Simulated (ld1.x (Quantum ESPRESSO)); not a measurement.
Building the RRKJ potential for chlorine (Cl) (LDA (PZ), scalar-relativistic).

| Property | Result |
| --- | --- |
| Element | chlorine |
| Generator | ld1.x (Quantum ESPRESSO) 7.5 |
| Type | norm-conserving RRKJ (Kleinman–Bylander form) |
| Functional | LDA (PZ) |
| Relativity | scalar-relativistic |
| Frozen core | [He] |
| Valence charge | 15 |
| Reference configuration | 2s2 2p6 3s2 3p4.5 (charge +0.5) |
| Partial waves | 2s (bound): rc 0.45 bohr; 2p (bound): rc 0.60 bohr; 3d channel at 0.15 Ry: rc 0.60 bohr |
| Local potential | all-electron potential smoothed inside 0.40 bohr (lloc = -1) |
| Core correction | Bessel-smoothed model core inside 0.45 bohr |
| rho0 | 0.005 |

Occupied shells without a wave of their own: 3p, 3s. They enter only through the test configuration that unscreens the potential, and ld1.x also counts them in the model core charge.

All-electron outer shells of the reference configuration (LDA (PZ), scalar-relativistic, ld1.x):

```csv
shell,level (eV),outermost node (bohr),outermost maximum (bohr)
2s,-257.82,0.12,0.36
2p,-197.74,–,0.30
3s,-26.17,0.56,1.27
3p,-13.91,0.53,1.41
```

**Question.** Does this generation succeed?

**Answer.** No. ld1.x (Quantum ESPRESSO) 7.5 stopped with "compute_chi: chi too large beyond r_c": the function χ = (ε − T − V_loc)φ does not vanish beyond the cutoff radius.
